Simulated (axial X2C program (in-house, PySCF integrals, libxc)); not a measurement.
Which molecule gave these maps?

PBE0 fields computed with an in-house all-electron X2C program for linear molecules (integrals from PySCF), two-component, near the equilibrium distance, one atom at z = 0.

The maps cover the half plane through the axis: z from -2.4 to 4.5 Å along the bond, ρ from 0.15 to 2.25 Å away from it (steps of 0.3 Å, the bottom row nearest the axis).

log10 of the density in e/bohr³:

digits 0 to 9 span -4.44 to 1.37 evenly
```
000111222222222222221100
001122223333333333222110
011223333333333333332211
112233344444444444433221
112334455544445554443322
122334566655555555544332
122345678765556765554332
122345789876557986554332
```

Electron localisation function (collinear form, no current term, damped to 0 at low density):

digits 0 to 9 span 0.00 to 1.00 evenly
```
000001122211111122210000
000012233322222344443100
000112223333334567765310
000111222234555688887631
000111111124666789998752
000011122223663127999873
000001367623640421899974
000001574742616681699985
```

Axial spin density in 10⁻³ e/bohr³:

digits 0 to 9 span -5.04 to 5.04 evenly, values beyond are clipped
```
555554444444444444444444
555555444444333333444444
555555554443321112344444
555555555543100000234444
555555689742000000034444
555556899962000000034444
555556999992000210244444
555567999973115005555555
```

Task: Which molecule is it?
A. SnSi⁻
B. BhC⁻
C. HfB⁻
D. NiSi

Result: D. NiSi, with Ni at z = 0 and Si at z = 2.186 Å, state Ω = 3 (⟨Sz⟩ = 0.00, ⟨Lz⟩ = 3.00 at PBE0), basis Ni dyall-cv3z [9s9p6d3f2g], Si dyall-v3z [8s7p2d1f] (cores contracted in-house). The state is a single determinant with fixed occupations, the lowest that a limited PBE0 search found. Density functionals use the spin component along the axis (collinear). PBE0 can misorder states that lie within some tenths of an eV, so this need not be the ground state of the molecule. The nearest other spin-free determinant of the search, M_S = 1, Λ = 1, lies 0.005 eV up at the distance of the search. Without a current term, density functionals place determinants with orbital angular momentum somewhat too high. With several unpaired electrons one determinant need not be a pure state. A state of lower Ω lies just above, and one determinant can place such states too high, so the state shown need not be the lowest. The search has Ω = 2 only 0.01 eV up. The determinant is spin-polarised beyond a pure state at some levels (its spin-free form has ⟨S²⟩ too high), which makes Re and μ there less reliable.
